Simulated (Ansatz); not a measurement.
Born–Oppenheimer molecular dynamics of CH₃FO₃W (9 atoms, charge 0, multiplicity 1). It starts from a relaxed structure.

All numbers below come from RKS PBE/def2-SVP (Ansatz 0.2.0).

```json
{
  "ensemble": "NVE (velocity Verlet)",
  "time step": "0.5 fs",
  "steps asked": "250",
  "starting velocities drawn for": "500 K",
  "masses": "H 2.014 u",
  "seed": "814562"
}
```

Frames 1 fs apart, positions in Å.

Velocities at 5 fs (Å/ps):

```
C 2.21 2.04 0.80
O -4.70 3.51 6.60
W -0.02 -1.34 0.54
O -1.09 4.25 -4.08
O 0.04 6.23 -0.70
F 2.25 1.15 -4.00
H 2.94 -2.13 -4.56
H 1.13 11.50 -5.22
H 8.96 -20.77 -20.85
```

```xyz
9
Properties=species:S:1:pos:R:3 time_fs=5 energy_less_start_eV=0.159 T=325
C 0.134 -1.329 0.906
O -0.227 0.021 0.597
W -0.130 1.288 -0.778
O -0.997 0.722 -2.178
O 1.510 1.492 -1.300
F -0.812 2.969 -0.260
H -0.217 -1.523 1.952
H -0.428 -1.980 0.198
H 1.149 -1.646 0.703
9
Properties=species:S:1:pos:R:3 time_fs=6 energy_less_start_eV=0.181 T=300
C 0.135 -1.327 0.907
O -0.231 0.025 0.604
W -0.130 1.286 -0.778
O -0.998 0.726 -2.182
O 1.510 1.498 -1.300
F -0.810 2.970 -0.264
H -0.213 -1.526 1.946
H -0.428 -1.969 0.194
H 1.160 -1.666 0.682
9
Properties=species:S:1:pos:R:3 time_fs=7 energy_less_start_eV=0.210 T=268
C 0.135 -1.325 0.907
O -0.235 0.028 0.611
W -0.130 1.285 -0.777
O -0.999 0.730 -2.185
O 1.510 1.504 -1.301
F -0.807 2.971 -0.268
H -0.208 -1.529 1.940
H -0.430 -1.958 0.191
H 1.175 -1.681 0.664
9
Properties=species:S:1:pos:R:3 time_fs=8 energy_less_start_eV=0.244 T=231
C 0.135 -1.323 0.907
O -0.239 0.031 0.617
W -0.130 1.284 -0.777
O -0.999 0.735 -2.188
O 1.509 1.510 -1.301
F -0.805 2.972 -0.272
H -0.200 -1.532 1.934
H -0.433 -1.949 0.189
H 1.190 -1.692 0.649
9
Properties=species:S:1:pos:R:3 time_fs=9 energy_less_start_eV=0.273 T=199
C 0.135 -1.322 0.905
O -0.242 0.034 0.623
W -0.130 1.283 -0.777
O -0.999 0.739 -2.190
O 1.508 1.516 -1.301
F -0.803 2.973 -0.276
H -0.191 -1.537 1.929
H -0.439 -1.940 0.188
H 1.202 -1.697 0.637
9
Properties=species:S:1:pos:R:3 time_fs=10 energy_less_start_eV=0.287 T=183
C 0.134 -1.322 0.903
O -0.244 0.036 0.630
W -0.131 1.282 -0.776
O -0.999 0.744 -2.192
O 1.506 1.521 -1.301
F -0.801 2.974 -0.280
H -0.181 -1.543 1.925
H -0.448 -1.933 0.189
H 1.211 -1.696 0.629
9
Properties=species:S:1:pos:R:3 time_fs=11 energy_less_start_eV=0.280 T=191
C 0.134 -1.321 0.899
O -0.245 0.038 0.636
W -0.131 1.280 -0.776
O -0.999 0.748 -2.193
O 1.504 1.526 -1.301
F -0.798 2.974 -0.284
H -0.171 -1.550 1.924
H -0.458 -1.928 0.190
H 1.215 -1.688 0.625
9
Properties=species:S:1:pos:R:3 time_fs=12 energy_less_start_eV=0.253 T=221
C 0.134 -1.321 0.894
O -0.246 0.040 0.642
W -0.131 1.279 -0.776
O -0.998 0.753 -2.193
O 1.502 1.531 -1.301
F -0.796 2.975 -0.288
H -0.159 -1.557 1.925
H -0.470 -1.924 0.192
H 1.213 -1.674 0.624
9
Properties=species:S:1:pos:R:3 time_fs=13 energy_less_start_eV=0.215 T=263
C 0.135 -1.322 0.888
O -0.247 0.041 0.648
W -0.131 1.278 -0.776
O -0.997 0.757 -2.193
O 1.500 1.536 -1.300
F -0.794 2.975 -0.292
H -0.146 -1.566 1.927
H -0.483 -1.923 0.195
H 1.207 -1.655 0.627
9
Properties=species:S:1:pos:R:3 time_fs=14 energy_less_start_eV=0.177 T=304
C 0.135 -1.323 0.881
O -0.247 0.043 0.654
W -0.131 1.277 -0.776
O -0.995 0.762 -2.193
O 1.497 1.540 -1.299
F -0.791 2.975 -0.296
H -0.132 -1.575 1.930
H -0.498 -1.923 0.198
H 1.196 -1.630 0.632
9
Properties=species:S:1:pos:R:3 time_fs=15 energy_less_start_eV=0.154 T=330
C 0.135 -1.324 0.874
O -0.246 0.044 0.659
W -0.131 1.276 -0.776
O -0.993 0.766 -2.192
O 1.494 1.544 -1.298
F -0.789 2.975 -0.300
H -0.117 -1.584 1.932
H -0.513 -1.924 0.202
H 1.184 -1.602 0.638
9
Properties=species:S:1:pos:R:3 time_fs=16 energy_less_start_eV=0.149 T=336
C 0.134 -1.325 0.867
O -0.245 0.045 0.665
W -0.131 1.275 -0.776
O -0.992 0.771 -2.191
O 1.491 1.548 -1.297
F -0.787 2.975 -0.304
H -0.101 -1.592 1.933
H -0.528 -1.927 0.207
H 1.173 -1.571 0.646
```

Of the whole run (125 fs, mean temperature of the second half 247 K): The conserved energy stayed within 0.11 meV per atom of its start (net change 0.037 meV per atom), so the integration is sound. Over the second half the temperature averaged 0.49 of the 500 K drawn at the start: a run that starts near a minimum puts about half its kinetic energy into the potential. A run of 0.12 ps of so small a system gives no equilibrium averages.

The run took 6.3 min on 4 threads of Arm Neoverse N1 (shared host), peak memory 0.17 GiB.
